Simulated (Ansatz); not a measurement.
`O[SiH2]O[Si](F)(Cl)Cl` and `O[Si](F)(Cl)Cl` differ in one atom or group.

Ansatz, PBE0-D4/def2-TZVP geometries, multiplicity 1. Each molecule was computed in one conformer, which needn't be the lowest.

```csv
property,`O[SiH2]O[Si](F)(Cl)Cl`
HOMO energy (ωB97M-V/def2-TZVPP) / eV,-11.55
HOMO energy (B3LYP/def2-TZVPP) / eV,-9.05
LUMO energy (B3LYP/def2-TZVPP) / eV,-0.11
HOMO–LUMO gap (PBE/def2-TZVPP) / eV,7.06
LUMO energy (PBE0/def2-TZVPP) / eV,0.20
LUMO energy (PBE/def2-TZVPP) / eV,-0.74
```

Task: What does the change do to each property? (Best estimate.)

Result: Computed: 
```json
{"property": "HOMO energy (ωB97M-V/def2-TZVPP) / eV", "`O[Si](F)(Cl)Cl`": "-11.84", "shift": "-0.29"}
{"property": "HOMO energy (B3LYP/def2-TZVPP) / eV", "`O[Si](F)(Cl)Cl`": "-9.29", "shift": "-0.24"}
{"property": "LUMO energy (B3LYP/def2-TZVPP) / eV", "`O[Si](F)(Cl)Cl`": "-0.18", "shift": "-0.07"}
{"property": "HOMO–LUMO gap (PBE/def2-TZVPP) / eV", "`O[Si](F)(Cl)Cl`": "7.31", "shift": "0.25"}
{"property": "LUMO energy (PBE0/def2-TZVPP) / eV", "`O[Si](F)(Cl)Cl`": "0.18", "shift": "-0.02"}
{"property": "LUMO energy (PBE/def2-TZVPP) / eV", "`O[Si](F)(Cl)Cl`": "-0.81", "shift": "-0.07"}
```

B3LYP here is the variant with VWN-RPA as its local correlation; programs differ in this.
